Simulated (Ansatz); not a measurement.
Ansatz (a quantum-chemistry and plane-wave program) input:

Ansatz 0.2 input:
```yaml
crystal:
  periodic: [false, false, false]
  atoms:
    - {symbol: Si, position_ang: [0.00087221, 0.03098935, -0.00623817]}
    - {symbol: F, position_ang: [0.07261503, 1.22825044, 1.05571924]}
    - {symbol: F, position_ang: [-0.01759622, 0.72654394, -1.44922030]}
    - {symbol: C, position_ang: [-1.58969093, -0.88095563, 0.23369394]}
    - {symbol: C, position_ang: [1.53710669, -0.98733969, 0.14239482]}
    - {symbol: H, position_ang: [-2.44114960, -0.20607873, 0.12918883]}
    - {symbol: H, position_ang: [-1.63345754, -1.33126015, 1.22745941]}
    - {symbol: H, position_ang: [-1.69584211, -1.67820955, -0.50480292]}
    - {symbol: H, position_ang: [1.60803479, -1.44154652, 1.13281133]}
    - {symbol: H, position_ang: [1.54565022, -1.78849592, -0.59945100]}
    - {symbol: H, position_ang: [2.42488944, -0.37163759, -0.01289426]}
basis:
  gaussian:
    orbitals: def2-TZVPD
hamiltonian:
  xc: {name: PBE-QIDH}
magnetization: {spin_polarized: false}
correlation: {electrons: outside_noble_gas}
```

Which total energy does the run end on?

-568.77730 Eh (PBE-QIDH/def2-TZVPD). The basis has 251 functions.
